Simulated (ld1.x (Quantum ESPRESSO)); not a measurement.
## antimony (Sb): one change to a TM semilocal potential, before and after

antimony (Sb), norm-conserving Troullier–Martins (semilocal form), made with ld1.x (Quantum ESPRESSO) 7.5 (PW91, scalar-relativistic). Core [Kr] 4d10, reference 5s2 5p2.5 (charge +0.5). Waves: 5p (bound): rc 2.35 bohr; 5s (bound): rc 1.45 bohr. Local part: the s channel. Core correction: none.

All-electron outer shells of the reference configuration (PW91, scalar-relativistic, ld1.x):

```
shell  level (eV)  outermost node (bohr)  outermost maximum (bohr)
   5s      -16.67                   0.95                      1.88
   5p       -8.33                   1.04                      2.29
```

Change: wave 5s (bound): rc 1.45 bohr becomes 5s (bound): rc 1.34 bohr.

Cutoffs: the cutoffs (Ry, on a coarse ladder) from which the occupation-weighted sum of valence levels, in a spherical-Bessel basis at the reference potential, stays within 10 and 1 mRy of its value at 400 Ry; they do not see the model core or the augmentation charge, which bear on the density cutoff. Errors are all-electron minus pseudo energies relative to the spin-unpolarised reference configuration.

How do hardness, ghosts and transferability respond?

The potential gets harder (45 Ry and 160 Ry → 110 Ry and 200 Ry); the s channel binds one level more than in the base; of the 7 tests that both files solve, the error grows in 4 and shrinks in 0 by more than 15 % and 0.3 meV (median size 7.4 → 21.2 meV); neither file shows a bound ghost. A smaller radius makes the pseudo-wave follow the all-electron one further in, where it bends more sharply, so more plane waves are needed. That the errors move this way runs against the usual rule that smaller radii transfer better. A semilocal file is local in each channel, so a ghost entry of none says nothing of the separable form that plane-wave codes build from it.

```tsv
quantity	base	changed
cutoff, loose	45 Ry	110 Ry
cutoff, tight	160 Ry	200 Ry
loose cutoff by channel (10 mRy a level)	p 10 Ry, s 35 Ry	p 10 Ry, s 90 Ry
bound ghosts	none	none
error for 5s2 5p3, meV [ΔE -3.29 eV]	+1.4	+1.6
error for 5s2 5p2, meV [ΔE 5.09 eV]	-0.4	+0.3
error for 5s2 5p1, meV [ΔE 21.13 eV]	+7.4	+21
error for 5s1 5p0, meV [ΔE 90.05 eV]	+284	+467
error for 5s2 5p3.3, meV [ΔE -4.46 eV]	+2.2	+2.9
error for 5s0 5p5, meV [ΔE 13.20 eV]	+128	+177
error for 5s1 5p4, meV [ΔE 4.85 eV]	+20	+23
s: phases at 2.55 bohr within 0.05 rad from the reference energy up to (Ry; the scan ends near 5)	0.6	-0.4
p: phases at 2.55 bohr within 0.05 rad from the reference energy up to (Ry; the scan ends near 5)	3.1	3.1
```
